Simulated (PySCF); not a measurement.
Working with the constants of HBr

RHF-CCSD(T) constants of HBr, ¹Σ⁺ (singlet), closed shell (basis H def2-TZVPPD, Br def2-TZVPPD; no relativity; PySCF 2.14; masses 1.0078 and 78.9183 u):

| Quantity | Value |
| --- | --- |
| ωe | 2676.4 cm⁻¹ |
| ωexe | 44.7 cm⁻¹ |
| Be | 8.4557 cm⁻¹ |
| αe | 0.228 cm⁻¹ |
| D (centrifugal) | 0.000338 cm⁻¹ |
| De to H + Br | 4.02 eV |

Task: Give the vibrational terms G(v) and spacings up to v = 6.

Result: G(v) = ωe(v+½) − ωexe(v+½)².

| v | G(v) (cm⁻¹) | G(v) − G(v−1) | Bv (cm⁻¹) |
| --- | --- | --- | --- |
| 0 | 1327 |  | 8.342 |
| 1 | 3914 | 2587 | 8.114 |
| 2 | 6412 | 2498 | 7.886 |
| 3 | 8820 | 2408 | 7.658 |
| 4 | 11139 | 2319 | 7.430 |
| 5 | 13368 | 2229 | 7.202 |
| 6 | 15508 | 2140 | 6.974 |

Task: How well does the Morse estimate ωe²/(4ωexe) reproduce De, and what is D0?

Result: It gives 4.97 eV, 124 % of the computed De. D0 = De − G(0) = 4.02 − 0.16 = 3.86 eV.

Measured values (Huber and Herzberg, Constants of Diatomic Molecules (1979)): ωe = 2648.975 cm⁻¹, ωexe = 45.2175 cm⁻¹, Be = 8.464884 cm⁻¹, αe = 0.23328 cm⁻¹.

Correlated steps freeze 9 core orbitals. Where the molecule has an RHF reference, its open-shell atoms are computed with UHF.
